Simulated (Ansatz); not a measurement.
Species: H6BN3, SMILES `NB(N)N` (charge 0, multiplicity 1).

Give a relaxed geometry from r2SCAN-D4/def2-TZVP (Ansatz, a first-principles code).

the end point of this relaxation (outside a Z-matrix the atoms follow the SMILES, hydrogens last).
Z-matrix (Å, degrees):
```
B
N 1 1.4286
H 2 1.0038 1 122.69
H 2 1.0038 3 113.08 1 166.86
N 1 1.4290 2 120.08 3 174.09
H 5 1.0039 1 122.53 2 -173.00
H 5 1.0040 6 113.00 1 -165.34
N 1 1.4311 2 119.98 3 -6.36
H 8 1.0046 1 121.80 2 -167.81
H 8 1.0046 9 112.49 1 -158.26
```
